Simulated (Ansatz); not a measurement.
C$_{3}$H$_{9}$In (SMILES [CH3][In]([CH3])[CH3]), singlet, geometry from GFN2-xTB (such geometries of metal compounds can be far from the true shape) (core potentials on In). Base run: SVWN5/def2-SV(P) run with Ansatz (a program for electronic structure).

Here is a job for Ansatz.
Ansatz 0.2 input:
```yaml
crystal:
  periodic: [false, false, false]
  atoms:
    - {symbol: In, position_ang: [-0.00027071, 0.00058834, -0.00069908]}
    - {symbol: C, position_ang: [-1.54741402, -1.60362658, -0.25516667]}
    - {symbol: H, position_ang: [-1.47645898, -2.03150186, -1.25510468]}
    - {symbol: H, position_ang: [-2.54532539, -1.18425536, -0.13021367]}
    - {symbol: H, position_ang: [-1.39904443, -2.39480853, 0.47847392]}
    - {symbol: C, position_ang: [-0.16211960, 1.91699700, -1.15548571]}
    - {symbol: H, position_ang: [0.80256149, 2.17280153, -1.59247574]}
    - {symbol: H, position_ang: [-0.46352417, 2.72452625, -0.48838330]}
    - {symbol: H, position_ang: [-0.90066120, 1.82322629, -1.95032013]}
    - {symbol: C, position_ang: [1.71103614, -0.31596421, 1.41393740]}
    - {symbol: H, position_ang: [2.33646867, 0.57422770, 1.46297261]}
    - {symbol: H, position_ang: [2.31750483, -1.15712290, 1.07865522]}
    - {symbol: H, position_ang: [1.33272866, -0.54035921, 2.41094086]}
basis:
  gaussian:
    orbitals: def2-SV_P_.json
hamiltonian:
  xc: {name: SVWN5}
```
The basis file holds def2-SV(P) in the JSON format of the Basis Set Exchange.

The base run was repeated with changes; each row names its change, and settings that it needs were set with it.

```tsv
change	basis functions	E (Eh)
base	86	-308.24553
basis = STO-3G	?	?
basis = 3-21G	78	-5830.21078
basis = def2-SVP	?	?
basis = def2-SVPD	164	-308.28007
basis = def2-TZVP	197	-308.41701
basis = def2-TZVPD	248	-308.41791
basis = def2-TZVPP	269	-308.42089
```

Task: Fill in the missing entries.

Result: 
- basis = STO-3G, basis functions: 51
- basis = STO-3G, E (Eh): -5796.39139
- basis = def2-SVP, basis functions: 113
- basis = def2-SVP, E (Eh): -308.26825

Totals compare only among sets that treat the same electrons; sets with core potentials leave the core out.
